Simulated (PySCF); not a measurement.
Highest harmonic wavenumber (cm⁻¹) of eight silicon and germanium compounds: PBE-D3(BJ) beside ωB97X-D3(BJ), computed with PySCF for isolated molecules in the bases named; differences from unrounded values. The eight are the first of their class met in an unordered collection, after screening for sound electronic states; none was chosen by its value. Each level has its own optimised geometry.

| molecule | basis | ωB97X-D3(BJ) | PBE-D3(BJ) | difference |
|---|---|---|---|---|
| C4H7FSi, SMILES C=C/C=C(\F)[SiH3] | def2-SVP | 3272 | 3178 | -94 |
| C₃H₉FSi₂, SMILES F[SiH2]C1([SiH3])CC1 | def2-SVP | 3240 | 3137 | -103 |
| C3H8FNSi, SMILES C=C[Si@H](F)NC | def2-SVP | 3645 | 3511 | -135 |
| CH3F3OSi, SMILES O[Si](F)(F)CF | def2-SVP | 3902 | 3712 | -190 |
| Ge(H)2(Br)(Me) (CH₅BrGe), SMILES [CH3][GeH2][Br] | def2-SVP | 3199 | 3109 | -89 |
| Si(CF3)(Cl)2(H) (CHCl2F3Si), SMILES FC(F)(F)[SiH](Cl)Cl | def2-SVP | 2348 | 2229 | -119 |
| CH13NSi4, SMILES [SiH3][SiH2][Si@@H](N)C[SiH3] | def2-SVP | 3711 | 3565 | -146 |
| ethenyl(silyloxy)silane (C₂H₈OSi₂), SMILES C=C[SiH2]O[SiH3] | def2-SVP | 3250 | 3149 | -101 |

PBE-D3(BJ) lies below ωB97X-D3(BJ) in 8 and above it in 0 of the eight; the mean signed difference is -122 and the largest -190 cm⁻¹.
